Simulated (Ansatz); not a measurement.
Program: Ansatz. Geometries: PBE0-D4/def2-TZVP. ΔE: electronic, gas phase. CCSD(T)/CBS is the MP2 limit (def2-TZVPP, def2-QZVPP) plus CCSD(T) − MP2 in def2-TZVPP, frozen cores. This one scheme is used for every species, atoms too. Functionals use def2-TZVPP. HSE06 is defined as in plane-wave codes. Open shells (•) are unrestricted, without spin–orbit coupling. Spin–orbit coupling would lower the free atoms: a little for Al, C, Cl, O. One conformer a species, not always the lowest.

Reaction (atomization): `CC[O][Al]([Cl])[Cl]` → Al• + 2 C• + 2 Cl• + 5 H• + O•

`CC[O][Al]([Cl])[Cl]`:

Z-matrix (Å, degrees):
```
C
C 1 1.511
H 1 1.093 2 110.9
H 1 1.092 2 110.5 3 -120.2
H 1 1.093 2 110.4 3 119.8
O 2 1.409 1 110.9 3 63.2
H 2 1.097 1 110.1 3 -59.6
H 2 1.095 1 110.1 3 -177.7
Al 6 1.665 2 135.4 1 -106.3
Cl 9 2.081 6 120.7 2 -2.0
Cl 9 2.071 6 119.3 2 178.2
```

| level | ΔE (kJ/mol) |
| --- | --- |
| PBE-D4 | 4275.8 |
| HSE06 | 4199.3 |

(1) What does CCSD(T)/CBS give? (An estimate is asked.)

(2) What do rigid-rotor, harmonic-oscillator terms from PBE0-D4/def2-TZVP frequencies (298.15 K, 1 bar) make of the CCSD(T)/CBS value? (Best estimate.)

Largest T1 diagnostic among the species: 0.018.

Results:

(1) Ansatz gave: +4225.8 kJ/mol. The listed levels differ from it by 50.0, -26.5 kJ/mol.

(2) The calculation gave: ΔZPE = -194.5 kJ/mol, ΔH = +4074.6 kJ/mol, ΔS = 1149 J/(mol·K), ΔG = +3731.9 kJ/mol. Open shells count their whole term as degenerate. Modes under 50 cm⁻¹ make the entropy rough.

From BLYP to BHLYP (50 % exact exchange), in def2-TZVPP and without D4, ΔE moves by −60.0 kJ/mol: exact exchange takes away binding that semilocal exchange gives to molecules. Leaving LDA and LC-ωPBE aside and taking each functional with its dispersion term where it has one, the values, not all of them listed here, spread over 185.6 kJ/mol, from BHLYP-D4 to PBE-D4. LDA lies +531.5 kJ/mol from PBE without D4, its usual overbinding. In def2-TZVPP, CCSD(T) changes the Hartree–Fock value by +945.8 kJ/mol (the triples alone add +61.3 kJ/mol) and MP2 by +1048.7 kJ/mol; breaking electron pairs costs correlation energy, which Hartree–Fock lacks.

For atomizations the MP2-based limit and the directly extrapolated one differ by several kJ/mol either way, and by 10 to 25 for some Ge, Se and Sn compounds, so smaller differences from it don't rank the levels.
